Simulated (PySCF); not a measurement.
# How methods differ on the ionisation energy of Pb⁴⁸⁺

Pb⁴⁸⁺ [Ar] 3d10 4s2 4p4 [4p1/2^2 4p3/2^2, M_J = 2] → Pb⁴⁹⁺ [Ar] 3d10 4s2 4p3 [4p1/2^2 4p3/2^1, M_J = 3/2], as a difference of total energies. Computed with PySCF 2.14 in an uncontracted even-tempered set (16 s from 6.8 bohr⁻², ratio 2.8; 14 p from 8.9 bohr⁻², ratio 2.8; 8 d from 16 bohr⁻², ratio 2.8; 4 f from 40 bohr⁻², ratio 3), with the two-component X2C-1e Hamiltonian. Correlated levels: [Ne] frozen; the 78 highest virtual spinors dropped. "Screened" scales the spin-orbit matrix elements by Boettger's factors to mimic the two-electron term; Breit and QED terms are absent.

| method | ionisation energy (eV) |
| --- | --- |
| GHF (spin-free) | 2702.8 |
| GMP2 (spin-free) | 2704.3 |
| GHF (screened spin-orbit) | 2665.2 |
| GMP2 (screened spin-orbit) | 2666.1 |

Breit and QED terms and the two-electron picture change are absent.

The spin-free rows relax to the high-spin LS determinant and lack the spin-orbit shift.

The labels give the starting determinants; with spin-orbit coupling the two ends relaxed to ⟨J²⟩ = 6.00, ⟨L²⟩ = 3.35, ⟨S²⟩ = 1.47 and ⟨J²⟩ = 3.75, ⟨L²⟩ = 2.63, ⟨S²⟩ = 1.55.

For comparison: 2671 ± 4 eV (theoretical estimate listed by NIST; NIST Atomic Spectra Database, ionization energies).
